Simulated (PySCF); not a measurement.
Positional isomers: benzothiophene ethynyl+boryl. Isolated molecules, 0 K electronic values unless said otherwise. One relaxed conformer stands for each flexible species; it need not be the lowest. Strings in code marks are SMILES.

The S1–T1 gap (TDA) from two functionals at the same geometries (PBE0-D3(BJ)/def2-SVP), both in PySCF: PBE-D3(BJ)/def2-TZVP and PBE0-D3(BJ)/def2-TZVP. Excitations are Tamm–Dancoff values on a coarser integration grid. The basis has no diffuse functions, so Rydberg states are missing or too high.

```csv
species,PBE-D3(BJ)/def2-TZVP (eV),PBE0-D3(BJ)/def2-TZVP (eV)
`Bc1c(C#C)ccc2ccsc12`,0.69,0.99
`s1ccc2c(cc(cc12)C#C)B`,0.67,0.99
`Bc1cc2sccc2cc1C#C`,0.50,0.71
`c1cc(c2ccsc2c1B)C#C`,0.71,1.02
```

Over these rows, drawn at random from the members with no instability flagged (it was tested for open shells, ions and some series alone), PBE minus PBE0-D3(BJ): mean -0.29 eV, from -0.33 eV to -0.21 eV.
